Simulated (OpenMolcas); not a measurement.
# Levels of Ne5+ by method

```yaml
Program: OpenMolcas 26.06
Basis: ANO-RCC [8s7p4d3f2g]
Scalar_Hamiltonian: DKH2, point nucleus
Active_space: 3 electrons in 9 orbitals (RAS2 2s 2p; RAS3 3d, at most 2 electrons)
State_averaging: 2S+1 = 4 odd, 1 root; 2S+1 = 2 odd, 11 roots (3 in the spin-orbit step); 2S+1 = 4 even, 3 roots; 2S+1 = 2 even, 9 roots
Spin-orbit_coupling: RASSI with atomic mean-field integrals over the reference wave functions, term energies averaged over their components
```

Methods on the same reference wave functions:
A. RASSCF
B. SS-RASPT2, IPEA 0.25 Eh, imaginary shift 0.1 Eh (closed shells correlated: 1s)

Energies in cm⁻¹ above 2s² 2p ²P°_1/2, the measured ground level; measured values from NIST levels in Podobedova, Fuhr, Reader and Wiese, J. Phys. Chem. Ref. Data 33, 525 (2004).

```csv
Level,A,B,Measured
2s² 2p ²P°_1/2,0.0,0.0,0.0
2s² 2p ²P°_3/2,1218,1218,1310
2s 2p² ⁴P_1/2,98096,99944,
2s 2p² ⁴P_3/2,98531,100379,
2s 2p² ⁴P_5/2,99242,101090,
2s 2p² ²D_3/2,181402,179265,179021
2s 2p² ²D_5/2,181412,179275,178992
2s 2p² ²S_1/2,236650,231177,230853
2s 2p² ²P_1/2,253219,249697,249292
2s 2p² ²P_3/2,254050,250531,250112
```

Deviations, from unrounded energies. A percentage is the sum of absolute deviations over the sum of measured energies, with the sign that they share, or ± where signs differ.

```csv
Against measurement,Levels,A,B
mean absolute deviation (cm-1),6,3100,290
fine structure of the ground term (%),1,-7.0,-7.0
other configurations (%),5,+1.7,+0.2
```

B lies closest to measurement on these levels. The largest miss of B in the table is 2s 2p² ²P_3/2, by +420 cm-1. The ranking rests on the paired levels alone, and a cruder setting can come out closer through cancelling errors.

The lowest spin-free term lies below A's lowest term by 0.056 hartree in B.

Active for correlation alone: 3d; no level in the range computed is led by a configuration that fills it, so any true level of that kind is missing. Measured partners are found by configuration, term and J. A level has none where our copy of the source lacks it or the pairing is in doubt (some pairs that miss far off the trend of their configuration count as doubtful), and it then counts in no deviation. Levels of configurations outside the active space are missing. Levels that lie high or do not pair safely by name in every column are left out.

° marks odd parity.
